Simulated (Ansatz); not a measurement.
Mulliken charges of GaH$_{3}$O$_{2}$, SMILES `[OH][GaH][OH]` from PBE/def2-TZVPP in Ansatz (PBE0-D4/def2-TZVP geometry).

```csv
atom,x (Å),y (Å),z (Å),charge (e)
O1,-1.213,-0.662,-0.332,-0.374
Ga2,0.193,0.429,-0.178,0.418
O3,1.375,-0.149,1.017,-0.381
H4,-1.874,-0.383,-0.968,0.176
H5,0.410,1.740,-0.968,-0.028
H6,1.109,-0.974,1.429,0.189
```

**Question.** By hand: the dipole of these point charges (1 e Å = 4.8032 D).

**Answer.** Σ q r = (-0.121, 0.183, -0.211) e Å, of length 0.304 e Å = 1.46 D.

**Question.** How does the dipole of the full density compare? (Best estimate.)

**Answer.** Ansatz gave: (-0.239, 0.084, -0.218) e Å, 1.61 D; the point charges give 0.91 times that, at 27° from its direction.

Point charges leave out the atoms' own dipoles, such as those of lone pairs, and Mulliken's split depends on the basis, so the two needn't agree.
